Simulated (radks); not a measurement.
Species: the aluminium ion Al2+. Configuration: [Ne] 3s1.

All-electron calculation, non-relativistic Kohn-Sham, OLYP, spin-polarised, spherical densities, point nucleus; open shells are filled with parallel spins first. Program: a radial shooting solver on a logarithmic mesh with Libxc functionals.

Energy parts (hartree):
total: -241.47178
kinetic: 241.12447
electron-nucleus: -568.56879
Hartree: 104.09669
exchange-correlation: -18.12415

Orbitals (lengths in bohr, moments of r in powers of bohr; <r^-3> diverges for s and p1/2):
| orbital | occ. | eigenvalue (hartree) | <r> | <r^2> | <r^-3> | <1/r> |
|---|---|---|---|---|---|---|
| 1s up | 1 | -56.18280 | 0.1205 | 0.01954 | - | 12.58 |
| 1s down | 1 | -56.17758 | 0.1205 | 0.01954 | - | 12.58 |
| 2s up | 1 | -4.73878 | 0.6244 | 0.4668 | - | 2.339 |
| 2s down | 1 | -4.73275 | 0.6249 | 0.4676 | - | 2.337 |
| 2p up | 3 | -3.33305 | 0.5992 | 0.4550 | 35.71 | 2.216 |
| 2p down | 3 | -3.32719 | 0.6000 | 0.4564 | 35.66 | 2.215 |
| 3s up | 1 | -0.89139 | 2.203 | 5.540 | - | 0.6090 |

The highest occupied level is 3s up at -24.256 eV. Virial ratio -V/T = 2.00144. Summed over all electrons, <r^2> = 9.248 bohr^2, which gives a Langevin (diamagnetic) susceptibility term of -7.32 x 10^-6 cm^3/mol. The spin density at the nucleus is 4.118 e/bohr^3 (1s 0.065, 2s 0.071, 3s 3.983), a Fermi contact field of 216 T. For comparison, the ionisation energy in NIST's Atomic Spectra Database is 28.448 eV (measured). In exact Kohn-Sham theory the highest level is minus the ionisation energy, but local and semilocal functionals leave it too shallow, through self-interaction and a potential that decays too fast; potentials with the right tail come closer. The density falls to 0.001 e/bohr^3 at r = 3.36 bohr.
